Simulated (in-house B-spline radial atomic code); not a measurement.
Values are calculated unless marked as measured or tabulated.
**Making a Troullier-Martins p channel for Si, r_c = 2.7 bohr**

Si, [Ne] 3s2 3p2, non-relativistic PBE, spherical and spin-unpolarised, from an all-electron radial atomic-structure program (B-spline basis) (atomic units). The all-electron 3p level is ε = -0.150317 hartree, its outermost node lies just inside 0.72 bohr and its outer maximum at 2.14 bohr.

Inside r_c the pseudo-orbital is u(r) = r^2 exp(p(r)), with p = c0 + c2 r² + c4 r⁴ + … + c12 r¹². The seven coefficients follow from p and its first four derivatives at r_c, from zero curvature of the screened potential at the origin, c4 = −c2²/(2l + 5), and from the norm inside r_c. At r_c the all-electron orbital has P = 0.5832778, P' = -0.1300493, the screened potential V = -0.4040865, V' = 0.3343676, V'' = -0.3613841, and the norm inside is Q = 0.5425121.

**Question.** What are p, p' and p'' at r_c?

**Answer.** p = ln(P/r_c^2) = ln(0.5832778/7.29) = -2.52560. p' = P'/P − 2/r_c = -0.22296 − 0.74074 = -0.96370. The radial equation gives p'' = 2(V − ε) − 2(2) p'/r_c − p'² = -0.50754 − (-1.42771) − 0.92872 = -0.00855. Differentiating, p''' = 2V' + 2(2)p'/r_c² − 2(2)p''/r_c − 2p'p'' = 0.13614, and p'''' = 2V'' − 4(2)p'/r_c³ + 4(2)p''/r_c² − 2(2)p'''/r_c − 2p''² − 2p'p''' = -0.2799.

For a trial c2 the five matching conditions are linear in c0, c6, c8, c10 and c12, and c2 is varied until the norm inside r_c equals Q. The root nearest zero gives:

```
 n            c_n
 0     -0.9492969
 2     -0.2204019
 4   -0.006939573
 6     0.00103051
 8   9.217902e-05
10  -1.779359e-05
12   7.062337e-07
```

**Question.** Check c4 and p(r_c), and find the screened pseudopotential at the origin.

**Answer.** −c2²/7 = -0.00693957, as listed. The terms c_n r_c^n are -0.94930, -1.60673, -0.36880, 0.39924, 0.26034, -0.36635, 0.10600, which sum to -2.52560. Inverting the radial equation, V_l(r) = ε + 2 p'/r + (p'' + p'²)/2, so V_l(0) = ε + (2l + 3) c2 = -0.150317 + 5 × (-0.220402) = -1.2523 hartree, finite where the all-electron potential diverges.

Orbitals and screened potentials:

```
r (bohr)         P        u  V all-electron  V pseudo
    0.27   -0.2522  0.02776          -27.37    -1.252
   0.675  -0.03863   0.1593          -5.847    -1.244
    1.08    0.2983   0.3464          -2.411    -1.198
   1.485    0.5136   0.5138          -1.328    -1.071
    1.89    0.6098   0.6072          -0.854   -0.8467
   2.295     0.621   0.6208         -0.5754   -0.5886
     2.7    0.5833   0.5833         -0.4041   -0.4041
```

Logarithmic derivatives P'/P at R = 3.0 bohr, for energies E around ε:

```csv
E − ε (hartree),all-electron,pseudo
-0.5,0.813019,0.811501
-0.25,0.423025,0.422047
-0.1,0.0641516,0.0638115
0,-0.294516,-0.294546
0.1,-0.870474,-0.871734
0.25,-3.33557,-3.38385
0.5,4.39289,4.18899
```

**Question.** With P(R) = 0.5393831 and a norm of 0.6373294 inside R, what slope in energy does norm conservation fix?

**Answer.** d(P'/P)/dE = −2 × (norm inside R)/P(R)² = -4.3813 per hartree·bohr at E = ε, for both atoms, since orbital and norm agree at R. Differences over ±0.1 hartree give -4.6731 (all-electron) and -4.6777 (pseudo), which also hold third-order terms. Half a hartree below ε the two curves differ by -0.0015.
